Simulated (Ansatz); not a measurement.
Reactions of CH₆OSSi₂ (`O=C([SiH3])S[SiH3]`).

Computed with Ansatz on PBE0-D4/def2-TZVP structures; ΔE is electronic, products minus reactants. CCSD(T)/CBS adds triple-zeta CCSD(T) − MP2 to the extrapolated MP2 energy (def2 sets, frozen cores). This one scheme is used for every species. Each species was taken in one conformer, which may not be the lowest.

Q: Order these by ΔE at CCSD(T)/CBS, lowest first. (Best estimate.)
A. `O=C([SiH3])S[SiH3]` + `B1CN1` → `[SiH3]N1BC1` + `O=C([SiH3])S`
B. `O=C([SiH3])S[SiH3]` + `CB(C)C` → `CB(C)C[SiH3]` + `O=C([SiH3])S`
C. `O=C([SiH3])S[SiH3]` + H₂S → `O=C([SiH3])S` + `[SiH3]S`
D. `O=C([SiH3])S[SiH3]` + `C=C[SiH2]N` → `C=C[SiH2]N[SiH3]` + `O=CS[SiH3]`

A: D (-67.7 kJ/mol), A (-9.0 kJ/mol), C (+8.1 kJ/mol), B (+48.7 kJ/mol).

Largest T1 diagnostic: 0.017, for `O=C([SiH3])S`.
